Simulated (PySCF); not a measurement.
**Ca⁺ (calcium, charge +1) across methods**

[Ar] 3d1, 2D determinant (an excited configuration). Calculation: PySCF 2.14, in def2-TZVPPD; the non-relativistic Hamiltonian (point nucleus). The B2PLYP total includes its PT2 part (frozen core); its orbital energies are those of the SCF part.

```tsv
method	E (hartree)	mean ε 3p α (eV)	mean ε 3p β (eV)	mean ε 3d α (eV)	Σ⟨r²⟩ (bohr²)	⟨S²⟩
PBE	-677.054	-31.716	-31.198	-6.279	24.64	0.750
wB97X-V	-677.185	-36.491	-35.867	-9.169	24.08	0.750
r2SCAN	-677.241	-32.458	-31.833	-6.311	24.41	0.750
UHF	-676.47481	-40.146	-39.004	-9.373	24.52	0.750
B2PLYP	-677.067	-36.309	-35.472	-8.029	24.42	0.750
r2SCAN0	-677.240	-34.511	-33.764	-7.228	24.14	0.750
BHandHLYP	-677.286	-36.218	-35.408	-8.058	24.21	0.750
LDA	-675.432	-31.759	-31.254	-6.221	24.59	0.750
PBE0	-677.100	-34.033	-33.358	-7.181	24.31	0.750
```
